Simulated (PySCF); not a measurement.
## MF for M along the alkaline earths

PBE0 with triple-zeta basis sets in PySCF, for the lowest determinant that a PBE0 search found; no spin–orbit coupling. De refers to high-spin ground-configuration atoms. A positive dipole means M(−)F(+).

| M | basis | state (unpaired electrons) | Re (Å) | ωe (cm⁻¹) | De (eV) | μ (D) |
| --- | --- | --- | --- | --- | --- | --- |
| Be | x2c-TZVPPall | doublet (σ ↑) | 1.370 | 1236 | 5.91 | -1.18 |
| Mg | x2c-TZVPPall | doublet (σ ↑) | 1.763 | 700 | 4.42 | -3.23 |
| Ca | def2-TZVPP | doublet (σ ↑) | 1.950 | 594 | 5.54 | -2.91 |
| Sr | def2-TZVPP | doublet (σ ↑) | 2.069 | 502 | 5.44 | -3.33 |
| Ba | x2c-TZVPPall | doublet (σ ↑) | 2.149 | 476 | 6.00 | -2.90 |

(1) By what factor does the harmonic wavenumber vary along the series?

The rows differ in basis set, which adds steps of its own.

Down a group the atoms grow and get heavier, so bonds lengthen and wavenumbers fall; this series shows no clear exception.

Spin–orbit coupling is left out, which matters for elements this heavy, above all for dissociation energies. States were picked by a PBE0 search and need not be the measured ground states.

## Answers

(1) At PBE0 it runs from 476 cm⁻¹ (BaF) to 1236 cm⁻¹ (BeF), a factor of 2.60.
